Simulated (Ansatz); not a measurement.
Program: Ansatz. Geometries: PBE0-D4/def2-TZVP. ΔE: electronic, gas phase. CCSD(T)/CBS adds triple-zeta CCSD(T) − MP2 to the extrapolated MP2 energy (def2 sets, frozen cores). This one scheme is used for every species, atoms too. Functionals use def2-TZVPP. B3LYP here is the variant with VWN-RPA as its local correlation; programs differ in this. Open shells (•) are unrestricted, without spin–orbit coupling. Spin–orbit coupling would lower the free atoms: a little for Al, C, Si.

`[CH3][Al]1[NH][SiH]1C` → Al• + 2 C• + 8 H• + N• + Si•  (atomization)

| level | ΔE (kJ/mol) | difference from CCSD(T)/CBS |
| --- | --- | --- |
| B3LYP-D4 | 4597.3 | -2.0 |
| B2PLYP | 4546.2 | -53.1 |
| r2SCAN | 4605.9 | 6.6 |
| PBE0 | 4577.8 | -21.5 |
| HF/def2-TZVPP | 3356.9 | -1242.4 |
| MP2/def2-TZVPP | 4519.0 | -80.3 |
| CCSD/def2-TZVPP | 4412.0 | -187.3 |
| MP2/def2-QZVPP | 4592.3 | -7.0 |
| MP2/CBS(def2) | 4642.2 | 42.9 |
| CCSD/CBS(def2) | 4535.2 | -64.1 |
| CCSD(T)/CBS | 4599.3 | 0 |

Largest T1 diagnostic among the species: 0.018.

The D4 term adds +40.9 kJ/mol with B3LYP and +21.6 kJ/mol with PBE0; it sums over pairs of atoms, weighted by their polarisabilities, and B3LYP, whose exchange is more repulsive, gets the larger term. In def2-TZVPP, CCSD(T) changes the Hartree–Fock value by +1119.1 kJ/mol (the triples alone add +64.1 kJ/mol) and MP2 by +1162.1 kJ/mol; breaking electron pairs costs correlation energy, which Hartree–Fock lacks.

For atomizations the MP2-based limit and the directly extrapolated one differ by several kJ/mol either way, and by 10 to 25 for some Ge, Se and Sn compounds, so smaller differences from it don't rank the levels.
